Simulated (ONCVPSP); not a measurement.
# chlorine: excitation energies, all-electron against ONCV

Cl (Z = 17), optimised norm-conserving Vanderbilt (ONCV), made with ONCVPSP 4.0.1 (PBE, scalar-relativistic). Core [He], reference 2s2 2p6 3s2 3p4 (charge +1). Waves: 2s+3s: rc 0.65 bohr, ncon 4, nbas 7, qcut 16.4 1/bohr, 2 projectors; 2p+3p: rc 0.70 bohr, ncon 4, nbas 8, qcut 24.5 1/bohr, 2 projectors; d scattering state at 0.09 Ha: rc 0.65 bohr, ncon 4, nbas 7, qcut 16.2 1/bohr, 2 projectors, debl 3 Ha. Local part: polynomial inside 0.60 bohr (lpopt 5, dvloc0 0 Ha). Core correction: Teter function, fcfact 1.75, rcfact 1.4.

Energies are relative to the spin-unpolarised reference configuration 2s2 2p6 3s2 3p4; without spin polarisation the order of configurations can differ from experiment.

```json
{"valence configuration": "2s2 2p6 3s2 3p3", "charge": "+2", "ΔE all-electron (eV)": "25.447", "error AE − PS (meV)": "+1.1"}
{"valence configuration": "2s2 2p6 3s2 3p2", "charge": "+3", "ΔE all-electron (eV)": "63.754", "error AE − PS (meV)": "+5.3"}
{"valence configuration": "2s2 2p6 3s2 3p1", "charge": "+4", "ΔE all-electron (eV)": "115.997", "error AE − PS (meV)": "+16"}
```

What are ΔE and the potential's error for 2s2 2p6 3s2 3p5?

ΔE = -13.875 eV all-electron; the error (AE − PS) is -0.1 meV.
